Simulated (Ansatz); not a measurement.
Ligand-field states of VCl3 at its r2SCAN-D4/def2-SVP geometry (relaxed as a triplet).

```
atom    x (Å)    y (Å)    z (Å)
  V1   0.0094  -0.0543  -0.0007
 Cl2   0.3760  -2.1751  -0.0117
 Cl3   1.4739   1.4069  -0.6259
 Cl4  -1.8594   0.8225   0.6383
```

CASSCF(2,5) on the V 3d shell in def2-TZVP, averaged with equal weights over 10 triplets and 15 singlets, then SC-NEVPT2; Ansatz, no spin–orbit coupling. The space holds no ligand orbitals and no second d shell, so covalent complexes are described poorly.

Estimate the states' energies above the lowest.


```csv
state,CASSCF (eV),NEVPT2 (eV)
triplet 1,0.00,0.04
triplet 2,0.10,0.00
triplet 3,0.11,0.05
triplet 4,0.79,0.79
triplet 5,0.97,0.99
triplet 6,1.16,1.33
triplet 7,1.19,1.36
triplet 8,2.18,2.01
triplet 9,2.22,2.01
triplet 10,3.91,3.80
singlet 1,1.38,0.93
singlet 2,1.47,1.14
singlet 3,1.49,1.31
singlet 4,1.51,1.21
singlet 5,1.52,1.34
singlet 6,2.49,2.26
singlet 7,2.60,2.35
singlet 8,2.66,2.56
singlet 9,2.70,2.60
singlet 10,2.73,2.50
singlet 11,3.25,3.14
singlet 12,3.29,3.16
singlet 13,4.60,4.54
singlet 14,4.61,4.56
singlet 15,6.53,5.75
```
The lowest NEVPT2 state is a triplet. It took 17 s on 2 threads of AMD EPYC 9R45 on a shared host, peak host memory 0.73 GiB.
